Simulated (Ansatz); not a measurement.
Start from `CO[SiH2]CF` and change one atom or group to get `CO[SiH2]C[SiH3]`.

Ansatz, PBE0-D4/def2-TZVP geometries, multiplicity 1. Each molecule was computed in one conformer, which needn't be the lowest.

```tsv
property	`CO[SiH2]CF`
LUMO energy (PBE0/def2-TZVPP) / eV	0.45
LUMO energy (ωB97M-V/def2-TZVPP) / eV	2.16
size of the dipole moment (ωB97M-V/def2-TZVPP) / D	0.39
HOMO–LUMO gap (B3LYP/def2-TZVPP) / eV	7.98
size of the dipole moment (PBE/def2-TZVPP) / D	0.33
LUMO energy (PBE/def2-TZVPP) / eV	-0.48
```

Task: What does the change do to each property? (Estimate.)

Result: Computed: 
```
                                          property  `CO[SiH2]C[SiH3]`  shift
                LUMO energy (PBE0/def2-TZVPP) / eV               0.37  -0.08
             LUMO energy (ωB97M-V/def2-TZVPP) / eV               2.02  -0.14
size of the dipole moment (ωB97M-V/def2-TZVPP) / D               0.96   0.57
             HOMO–LUMO gap (B3LYP/def2-TZVPP) / eV               8.03   0.05
    size of the dipole moment (PBE/def2-TZVPP) / D               0.93   0.60
                 LUMO energy (PBE/def2-TZVPP) / eV              -0.49  -0.01
```

Dipoles are sizes alone; their direction can turn.

B3LYP here is the variant with VWN-RPA as its local correlation; programs differ in this.
